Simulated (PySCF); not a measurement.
**Computed vibrations of [Dy(CO)]2+**

[Dy(CO)]2+ (singlet in the valence; each metal's 4f electrons, 10 of them, lie in its core potential, out of spins and levels). PySCF 2.14.0, RKS PBE0, Dy lcecp-0-SVP with ECP56, C def2-SVP, O def2-SVP; non-relativistic Hamiltonian with scalar-relativistic core potentials where named; density fitting; no spin-orbit coupling. Central differences of gradients.

```xyz
3

Dy    0.0000    0.0000   -0.5017
C     0.0000    0.0000    2.3007
O     0.0000    0.0000    3.4157
```

Run from Python with OMP_NUM_THREADS=2. Where DIIS fails, smearing, a level shift and second-order steps follow.
It took 8.8 s on 2 threads of Arm Neoverse V2, on a shared host.

**Question.** What are the harmonic wavenumbers and infrared intensities?

**Answer.** Modes are labelled in C∞v; negative numbers are unstable modes, those under 60 cm⁻¹ near the noise; a finer grid moves soft modes by up to 10 cm⁻¹.
```
cm⁻¹  km/mol  symmetry
 181     7.6        σ+
 221     0.2         π
 221     0.2         π
2389    15.1        σ+
```

**Question.** Is this a minimum?

**Answer.** Yes. Ideal gas at 298.15 K and 1 bar: S = 290.2 J/(mol K), Cp = 52.1 J/(mol K), H − H(0 K) = 13.0 kJ/mol (rigid rotor, harmonic modes, spin degeneracy alone, that of the 4f electrons in the core included).

An lcecp potential fixes the number of 4f electrons, so in runs with it no electron can move into or out of that shell; real Dy(II) is rare or takes another configuration.
